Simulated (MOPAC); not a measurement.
Job for MOPAC: PM3 on H9NSi2 (a complex), monomers drawn apart or pushed together.

```
PM3 1SCF PRECISE CHARGE=0 THREADS=1
H9NSi2

N     -0.41246894 1     0.18904168 1     0.96084620 1
H     -0.35981099 1    -0.69423092 1     0.46676276 1
H     -1.36152978 1     0.53396089 1     0.87454400 1
H      0.19811306 1     0.84359086 1     0.48555377 1
Si     0.14426733 1    -1.16617758 1     3.41156680 1
Si     0.26130179 1     1.16812497 1     3.56767103 1
H      0.43256699 1    -1.79639717 1     4.72895966 1
H      1.13968748 1    -1.69336978 1     2.44785630 1
H     -1.20916011 1    -1.61083181 1     3.00102210 1
H      0.59517377 1     1.59215515 1     4.95479288 1
H     -1.03600186 1     1.79614854 1     3.21923442 1
H      1.31402940 1     1.71507153 1     2.67812037 1
```

Program output:

```
*******************************************************************************
 **                                                                           **
 **                              MOPAC v23.2.5                                **
 **                                                                           **
 *******************************************************************************
 ** MOPAC's Digital Object Identifier: https://doi.org/10.5281/zenodo.6511958 **
 **                                                                           **
 ** Please cite the open-source release paper for use of this MOPAC version:  **
 ** J. E. Moussa and J. J. P. Stewart (2026)                                  **
 ** MOPAC: An open-source semiempirical molecular orbital program             **
 ** J. Open Source Softw., 11(119), 8025, https://doi.org/10.21105/joss.08025 **
 *******************************************************************************

                              PM3 CALCULATION RESULTS

 *******************************************************************************
 *  PM3        - The PM3 Hamiltonian to be used
 *
 *
 *
 *                 CHARGE ON SYSTEM = 0
 *
 *
 *
 *  PRECISE    - TIGHTER CRITERIA TO BE USED
 *  1SCF       - DO 1 SCF AND THEN STOP
 *  THREADS=1  - MULTI-THREADING NOT USED
 *  T=         - A TIME OF 172800.0 SECONDS REQUESTED
 *  DUMP=N     - RESTART FILE WRITTEN EVERY 7200.0 SECONDS REQUESTED
 *******************************************************************************
PM3 1SCF PRECISE CHARGE=0 THREADS=1
 H9NSi2

   ATOM   CHEMICAL          X               Y               Z
  NUMBER   SYMBOL      (ANGSTROMS)     (ANGSTROMS)     (ANGSTROMS)

     1       N         -0.41246894  *   0.18904168  *   0.96084620  *
     2       H         -0.35981099  *  -0.69423092  *   0.46676276  *
     3       H         -1.36152978  *   0.53396089  *   0.87454400  *
     4       H          0.19811306  *   0.84359086  *   0.48555377  *
     5      Si          0.14426733  *  -1.16617758  *   3.41156680  *
     6      Si          0.26130179  *   1.16812497  *   3.56767103  *
     7       H          0.43256699  *  -1.79639717  *   4.72895966  *
     8       H          1.13968748  *  -1.69336978  *   2.44785630  *
     9       H         -1.20916011  *  -1.61083181  *   3.00102210  *
    10       H          0.59517377  *   1.59215515  *   4.95479288  *
    11       H         -1.03600186  *   1.79614854  *   3.21923442  *
    12       H          1.31402940  *   1.71507153  *   2.67812037  *



          CARTESIAN COORDINATES

    NO.       ATOM           X           Y           Z

     1         N         -0.4125      0.1890      0.9608
     2         H         -0.3598     -0.6942      0.4668
     3         H         -1.3615      0.5340      0.8745
     4         H          0.1981      0.8436      0.4856
     5        Si          0.1443     -1.1662      3.4116
     6        Si          0.2613      1.1681      3.5677
     7         H          0.4326     -1.7964      4.7290
     8         H          1.1397     -1.6934      2.4479
     9         H         -1.2092     -1.6108      3.0010
    10         H          0.5952      1.5922      4.9548
    11         H         -1.0360      1.7961      3.2192
    12         H          1.3140      1.7151      2.6781

  H: (PM3): J. J. P. STEWART, J. COMP. CHEM. 10, 209 (1989).
  N: (PM3): J. J. P. STEWART, J. COMP. CHEM. 10, 209 (1989).
 Si: (PM3): J. J. P. STEWART, J. COMP. CHEM. 10, 209 (1989).

           Empirical Formula: H9 N Si2  =    12 atoms



      MOLECULAR POINT GROUP   :   C1


      RHF CALCULATION, NO. OF DOUBLY OCCUPIED LEVELS = 11


 -------------------------------------------------------------------------------
 PM3 1SCF PRECISE CHARGE=0 THREADS=1
 H9NSi2



     1SCF WAS SPECIFIED, SO BFGS WAS NOT USED
     SCF FIELD WAS ACHIEVED


                              PM3 CALCULATION
                                                       MOPAC v23.2.5 Linux




          FINAL HEAT OF FORMATION =         19.47726 KCAL/MOL =      81.49287 KJ/MOL


          COSMO AREA              =        137.71 SQUARE ANGSTROMS
          COSMO VOLUME            =        135.15 CUBIC ANGSTROMS

          IONIZATION POTENTIAL    =          8.841170 EV
          HOMO LUMO ENERGIES (EV) =         -8.841 -0.963
          NO. OF FILLED LEVELS    =         11
          MOLECULAR WEIGHT        =         79.2488         POINT GROUP:  C1

          MOLECULAR DIMENSIONS (Angstroms)

            Atom       Atom       Distance
            H    10    H     2     5.12659
            H     7    H     4     4.28588
            H    11    H     8     2.71775


          SCF CALCULATIONS        =          1





   ATOM   CHEMICAL          X               Y               Z
  NUMBER   SYMBOL      (ANGSTROMS)     (ANGSTROMS)     (ANGSTROMS)

     1       N         -0.41246894  *   0.18904168  *   0.96084620  *
     2       H         -0.35981099  *  -0.69423092  *   0.46676276  *
     3       H         -1.36152978  *   0.53396089  *   0.87454400  *
     4       H          0.19811306  *   0.84359086  *   0.48555377  *
     5      Si          0.14426733  *  -1.16617758  *   3.41156680  *
     6      Si          0.26130179  *   1.16812497  *   3.56767103  *
     7       H          0.43256699  *  -1.79639717  *   4.72895966  *
     8       H          1.13968748  *  -1.69336978  *   2.44785630  *
     9       H         -1.20916011  *  -1.61083181  *   3.00102210  *
    10       H          0.59517377  *   1.59215515  *   4.95479288  *
    11       H         -1.03600186  *   1.79614854  *   3.21923442  *
    12       H          1.31402940  *   1.71507153  *   2.67812037  *

                             CARTESIAN COORDINATES

   1    N       -0.412468940     0.189041680     0.960846200
   2    H       -0.359810990    -0.694230920     0.466762760
   3    H       -1.361529780     0.533960890     0.874544000
   4    H        0.198113060     0.843590860     0.485553770
   5   Si        0.144267330    -1.166177580     3.411566800
   6   Si        0.261301790     1.168124970     3.567671030
   7    H        0.432566990    -1.796397170     4.728959660
   8    H        1.139687480    -1.693369780     2.447856300
   9    H       -1.209160110    -1.610831810     3.001022100
  10    H        0.595173770     1.592155150     4.954792880
  11    H       -1.036001860     1.796148540     3.219234420
  12    H        1.314029400     1.715071530     2.678120370


           Empirical Formula: H9 N Si2  =    12 atoms



      MOLECULAR POINT GROUP   :   C1


                  EIGENVALUES
 -28.90107 -16.41344 -15.90382 -15.19763 -14.68691 -12.66449 -12.42293 -10.70555
 -10.43178 -10.29319  -8.84117  -0.96305   1.15615   1.83285   2.01735   2.04508
   2.68153   2.68265   3.41592   5.20303   5.20911


              NET ATOMIC CHARGES AND DIPOLE CONTRIBUTIONS

  ATOM NO.   TYPE          CHARGE      No. of ELECS.   s-Pop       p-Pop
    1          N          -0.011308        5.0113     1.44541     3.56590
    2          H           0.008232        0.9918     0.99177
    3          H           0.008847        0.9912     0.99115
    4          H           0.008550        0.9914     0.99145
    5         Si           0.335015        3.6650     0.96372     2.70126
    6         Si           0.333285        3.6667     0.96458     2.70214
    7          H          -0.126775        1.1268     1.12677
    8          H          -0.106664        1.1067     1.10666
    9          H          -0.107288        1.1073     1.10729
   10          H          -0.125842        1.1258     1.12584
   11          H          -0.108353        1.1084     1.10835
   12          H          -0.107699        1.1077     1.10770
 DIPOLE           X         Y         Z       TOTAL
 POINT-CHG.    -0.116     0.020    -0.512     0.525
 HYBRID        -0.428     0.188    -1.590     1.658
 SUM           -0.544     0.209    -2.102     2.181


          ATOMIC ORBITAL ELECTRON POPULATIONS

     Atom    s        px        py        pz
    1  N   1.44541   1.03065   0.99566   1.53960
    2  H   0.99177
    3  H   0.99115
    4  H   0.99145
    5 Si   0.96372   0.89125   0.93290   0.87712
    6 Si   0.96458   0.88905   0.93916   0.87393
    7  H   1.12677
    8  H   1.10666
    9  H   1.10729
   10  H   1.12584
   11  H   1.10835
   12  H   1.10770

 **********************
 *                    *
 * JOB ENDED NORMALLY *
 *                    *
 **********************




 == MOPAC DONE ==
```

The run finished.

Cost: roughly 0.020 core-seconds.
